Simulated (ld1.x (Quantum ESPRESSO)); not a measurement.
**What the settings do to the TM potential of cobalt (Co)**

Base potential:

ld1.x (Quantum ESPRESSO) 7.5 input, shortened:

```
&input
   title='Co', zed=27., rel=2, dft='PBESOL', iswitch=3,
   config='[Ar] 3d7 4s1 4p0', rel_dist='average'
 /
 &inputp
   pseudotype=2, tm=.true., lloc=1,
   nlcc=.true.
 /
3
4S  1  0   1.00   0.00  1.85  1.85  0.0
3D  3  2   7.00   0.00  1.70  1.70  0.0
4P  2  1   0.00   0.00  3.00  3.00  0.0
 &test
   configts(1)='3d7 4s1 4p0'
 /
```

Open shells are filled in proportion to 2j + 1 (rel_dist='average').

Cutoffs, loose and tight: the cutoffs (Ry, on a coarse ladder) from which the occupation-weighted sum of valence levels, in a spherical-Bessel basis at the reference potential, stays within 10 and 1 mRy of its value at 400 Ry. They do not see the model core or the augmentation charge, which bear on the density cutoff. Test errors are all-electron minus pseudo excitation energies from the reference, over the configurations 3d7 4s2 4p0; 3d7 4s0 4p0; 3d6 4s0 4p0; 3d5 4s0 4p0; 3d6 4s2 4p1; 3d7 4s0 4p2; 3d7 4s0 4p1. A dash means not determined; rows that change the core or the reference have their own tests.

A true bound ghost makes a file unfit for plane-wave use even where its test errors are small: the radial tests pick states by their node count and pass the ghost by.

| change | outcome | cutoff, loose | cutoff, tight | bound ghosts | largest test error (meV) |
| --- | --- | --- | --- | --- | --- |
| base | generated | 100 Ry | 160 Ry | s | -2020 |
| all radii but the core radius scaled by about 0.75 (s 1.40, p 2.26, d 1.28 bohr) | generated | 140 Ry | 260 Ry | s | -2944 |
| all radii but the core radius scaled by about 0.84 (s 1.54, p 2.52, d 1.42 bohr) | generated | 120 Ry | 230 Ry | s | -2627 |
| all radii but the core radius scaled by about 0.87 (s 1.62, p 2.62, d 1.48 bohr) | generated | 110 Ry | 200 Ry | s | -2461 |
| all radii but the core radius scaled by about 0.96 (s 1.78, p 2.88, d 1.62 bohr) | generated | 100 Ry | 180 Ry | s | -2192 |
| all radii but the core radius scaled by about 1.04 (s 1.92, p 3.10, d 1.76 bohr) | generated | 90 Ry | 160 Ry | s | -1911 |
| all radii but the core radius scaled by about 1.10 (s 2.04, p 3.30, d 1.86 bohr) | generated | 80 Ry | 140 Ry | s | -1583 |
| all radii but the core radius scaled by about 1.23 (s 2.28, p 3.70, d 2.10 bohr) | generated | 70 Ry | 110 Ry | s | -885 |
| all radii but the core radius scaled by about 1.33 (s 2.46, p 4.00, d 2.26 bohr) | generated | 60 Ry | 100 Ry | none | -577 |
| all radii but the core radius scaled by about 1.39 (s 2.58, p 4.18, d 2.36 bohr) | generated | 55 Ry | 100 Ry | none | -310 |

Task: What comes out with this change to the base: all radii but the core radius scaled by about 1.19 (s 2.20, p 3.56, d 2.02 bohr)?

Result: outcome: generated; cutoff, loose: 70 Ry; cutoff, tight: 120 Ry; bound ghosts: s; largest test error (meV): -1188.

Reading the sweep of the scale of all radii but the core radius (base = 1) (base included, trends over the rows without a ghost): Bound ghosts are found at 0.75, 0.84, 0.87, 0.96, 1, 1.04, 1.1, 1.19, 1.23.
